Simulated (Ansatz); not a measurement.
Born–Oppenheimer molecular dynamics of C₂H₁₂N₂Si₂ (18 atoms, charge 0, multiplicity 1). It goes on from the last frame of an earlier run, with new velocities.

These are results of RKS r2SCAN-D4/STO-3G in Ansatz 0.2.0, not measurements.

```
ensemble        : NVT, Nosé–Hoover chain
time step       : 0.25 fs
steps asked     : 101
set temperature : 300 K
thermostat      : time constant 3 fs, chain length 1
seed            : 624783
```

Frames 0.5 fs apart, positions in Å.

Velocities at 7.5 fs (Å/ps):

```
Si -1.50 -2.29 -0.73
Si 0.05 0.37 -6.20
H -1.09 -11.67 -15.64
H 17.78 13.10 -30.66
H 24.94 18.33 -13.29
N 1.73 -0.41 -2.26
C 1.32 3.11 -0.01
H 1.21 0.06 4.89
H 0.37 -34.73 -1.25
H 6.39 12.84 -3.16
C -0.43 2.29 8.75
H 35.41 12.59 6.46
H -5.86 10.19 26.13
H 16.09 -4.80 4.42
H 12.86 -7.37 7.13
N -7.53 -1.38 9.53
H -6.54 8.12 5.50
H 8.80 -2.44 -2.73
```

```xyz
18
Properties=species:S:1:pos:R:3 time_fs=7.5 energy_less_start_eV=0.228 T=305
Si -0.092 -0.040 -0.106
Si 0.119 -0.147 2.096
H -0.999 0.445 2.769
H 0.315 -1.533 2.521
H 1.273 0.717 2.462
N 1.493 -0.017 -0.910
C 2.430 -1.178 -0.653
H 1.747 -2.114 -0.739
H 3.150 -1.253 -1.470
H 3.002 -1.165 0.274
C 2.227 1.272 -0.923
H 2.903 1.411 -1.782
H 1.530 2.119 -0.892
H 2.766 1.386 0.025
H -0.625 1.205 -0.652
N -1.103 -1.393 -0.613
H -0.848 -2.357 -0.270
H -1.079 -1.580 -1.617
18
Properties=species:S:1:pos:R:3 time_fs=8 energy_less_start_eV=0.222 T=324
Si -0.093 -0.041 -0.107
Si 0.119 -0.147 2.093
H -1.000 0.439 2.761
H 0.324 -1.526 2.505
H 1.285 0.726 2.455
N 1.494 -0.018 -0.911
C 2.430 -1.177 -0.653
H 1.749 -2.113 -0.736
H 3.151 -1.270 -1.471
H 3.006 -1.158 0.273
C 2.227 1.273 -0.919
H 2.921 1.417 -1.779
H 1.526 2.124 -0.879
H 2.776 1.383 0.028
H -0.619 1.201 -0.648
N -1.107 -1.393 -0.609
H -0.851 -2.352 -0.266
H -1.074 -1.581 -1.621
18
Properties=species:S:1:pos:R:3 time_fs=8.5 energy_less_start_eV=0.214 T=344
Si -0.094 -0.043 -0.107
Si 0.120 -0.147 2.090
H -1.002 0.433 2.754
H 0.333 -1.518 2.490
H 1.295 0.732 2.447
N 1.495 -0.018 -0.912
C 2.430 -1.175 -0.654
H 1.755 -2.108 -0.731
H 3.152 -1.288 -1.473
H 3.009 -1.151 0.275
C 2.226 1.274 -0.914
H 2.939 1.422 -1.775
H 1.522 2.130 -0.867
H 2.787 1.381 0.030
H -0.613 1.196 -0.644
N -1.111 -1.394 -0.604
H -0.854 -2.346 -0.261
H -1.070 -1.580 -1.626
18
Properties=species:S:1:pos:R:3 time_fs=9 energy_less_start_eV=0.211 T=360
Si -0.094 -0.044 -0.108
Si 0.120 -0.146 2.087
H -1.006 0.426 2.748
H 0.343 -1.509 2.475
H 1.303 0.735 2.439
N 1.496 -0.018 -0.914
C 2.429 -1.174 -0.655
H 1.764 -2.100 -0.725
H 3.155 -1.305 -1.476
H 3.013 -1.145 0.279
C 2.226 1.276 -0.909
H 2.956 1.427 -1.770
H 1.518 2.134 -0.857
H 2.801 1.379 0.034
H -0.609 1.192 -0.639
N -1.115 -1.395 -0.598
H -0.855 -2.339 -0.253
H -1.066 -1.578 -1.634
18
Properties=species:S:1:pos:R:3 time_fs=9.5 energy_less_start_eV=0.216 T=368
Si -0.095 -0.045 -0.109
Si 0.120 -0.146 2.084
H -1.010 0.419 2.742
H 0.353 -1.501 2.460
H 1.308 0.736 2.431
N 1.497 -0.019 -0.916
C 2.429 -1.173 -0.656
H 1.776 -2.090 -0.717
H 3.157 -1.322 -1.480
H 3.016 -1.137 0.284
C 2.226 1.277 -0.904
H 2.971 1.430 -1.762
H 1.513 2.137 -0.848
H 2.816 1.377 0.037
H -0.605 1.187 -0.633
N -1.119 -1.396 -0.594
H -0.856 -2.333 -0.243
H -1.062 -1.575 -1.641
18
Properties=species:S:1:pos:R:3 time_fs=10 energy_less_start_eV=0.229 T=368
Si -0.096 -0.046 -0.109
Si 0.121 -0.145 2.081
H -1.015 0.413 2.738
H 0.363 -1.494 2.446
H 1.311 0.735 2.422
N 1.499 -0.020 -0.917
C 2.427 -1.172 -0.657
H 1.790 -2.079 -0.707
H 3.160 -1.338 -1.483
H 3.019 -1.130 0.289
C 2.226 1.279 -0.898
H 2.983 1.433 -1.753
H 1.509 2.139 -0.840
H 2.832 1.375 0.040
H -0.603 1.183 -0.628
N -1.123 -1.397 -0.589
H -0.856 -2.327 -0.231
H -1.059 -1.570 -1.647
18
Properties=species:S:1:pos:R:3 time_fs=10.5 energy_less_start_eV=0.246 T=361
Si -0.096 -0.048 -0.110
Si 0.122 -0.144 2.078
H -1.022 0.406 2.735
H 0.374 -1.489 2.434
H 1.310 0.730 2.413
N 1.500 -0.021 -0.919
C 2.426 -1.172 -0.658
H 1.804 -2.067 -0.695
H 3.163 -1.352 -1.486
H 3.022 -1.123 0.295
C 2.226 1.281 -0.893
H 2.992 1.435 -1.742
H 1.506 2.140 -0.833
H 2.848 1.373 0.042
H -0.602 1.180 -0.623
N -1.128 -1.398 -0.584
H -0.854 -2.322 -0.217
H -1.056 -1.564 -1.651
18
Properties=species:S:1:pos:R:3 time_fs=11 energy_less_start_eV=0.261 T=352
Si -0.097 -0.049 -0.111
Si 0.122 -0.143 2.075
H -1.029 0.399 2.732
H 0.385 -1.485 2.423
H 1.307 0.724 2.403
N 1.502 -0.021 -0.921
C 2.425 -1.171 -0.660
H 1.817 -2.057 -0.682
H 3.164 -1.365 -1.488
H 3.022 -1.116 0.300
C 2.226 1.283 -0.887
H 2.998 1.436 -1.728
H 1.504 2.140 -0.828
H 2.864 1.371 0.044
H -0.603 1.178 -0.618
N -1.132 -1.399 -0.580
H -0.852 -2.318 -0.201
H -1.054 -1.557 -1.653
18
Properties=species:S:1:pos:R:3 time_fs=11.5 energy_less_start_eV=0.266 T=344
Si -0.097 -0.050 -0.112
Si 0.123 -0.142 2.072
H -1.037 0.392 2.731
H 0.396 -1.483 2.413
H 1.302 0.715 2.393
N 1.504 -0.022 -0.923
C 2.424 -1.170 -0.661
H 1.829 -2.050 -0.668
H 3.166 -1.376 -1.489
H 3.022 -1.109 0.304
C 2.227 1.285 -0.881
H 3.000 1.436 -1.714
H 1.503 2.138 -0.824
H 2.878 1.369 0.045
H -0.606 1.178 -0.613
N -1.137 -1.400 -0.577
H -0.848 -2.316 -0.184
H -1.052 -1.549 -1.650
18
Properties=species:S:1:pos:R:3 time_fs=12 energy_less_start_eV=0.255 T=341
Si -0.097 -0.052 -0.113
Si 0.124 -0.141 2.069
H -1.045 0.385 2.730
H 0.408 -1.483 2.405
H 1.294 0.704 2.384
N 1.505 -0.023 -0.926
C 2.423 -1.169 -0.663
H 1.838 -2.047 -0.653
H 3.166 -1.385 -1.488
H 3.020 -1.102 0.306
C 2.228 1.287 -0.876
H 2.999 1.436 -1.698
H 1.503 2.135 -0.822
H 2.891 1.367 0.045
H -0.610 1.178 -0.609
N -1.141 -1.401 -0.574
H -0.843 -2.315 -0.167
H -1.051 -1.541 -1.644
18
Properties=species:S:1:pos:R:3 time_fs=12.5 energy_less_start_eV=0.231 T=341
Si -0.098 -0.053 -0.114
Si 0.126 -0.140 2.066
H -1.052 0.377 2.730
H 0.419 -1.485 2.398
H 1.285 0.693 2.375
N 1.507 -0.024 -0.928
C 2.422 -1.167 -0.665
H 1.844 -2.048 -0.637
H 3.164 -1.391 -1.487
H 3.017 -1.095 0.306
C 2.229 1.290 -0.870
H 2.994 1.435 -1.682
H 1.504 2.130 -0.820
H 2.902 1.365 0.044
H -0.615 1.180 -0.605
N -1.145 -1.401 -0.571
H -0.838 -2.314 -0.149
H -1.050 -1.534 -1.635
18
Properties=species:S:1:pos:R:3 time_fs=13 energy_less_start_eV=0.203 T=341
Si -0.098 -0.055 -0.115
Si 0.127 -0.138 2.063
H -1.060 0.370 2.731
H 0.430 -1.489 2.392
H 1.276 0.680 2.367
N 1.509 -0.025 -0.930
C 2.422 -1.166 -0.666
H 1.846 -2.053 -0.621
H 3.162 -1.396 -1.484
H 3.013 -1.088 0.304
C 2.230 1.292 -0.864
H 2.988 1.433 -1.667
H 1.505 2.126 -0.819
H 2.911 1.363 0.043
H -0.622 1.183 -0.602
N -1.150 -1.402 -0.569
H -0.832 -2.312 -0.133
H -1.050 -1.527 -1.623
```

Of the whole run (25 fs, mean temperature of the second half 287 K): The conserved energy stayed within 0.048 meV per atom of its start (net change 0.037 meV per atom), so the integration is sound. A run of 0.025 ps of so small a system gives no equilibrium averages. Limits of this set-up: minimal basis.

Time of the run: 13 min on 1 thread of Arm Neoverse V2 (shared host), peak memory 0.14 GiB.
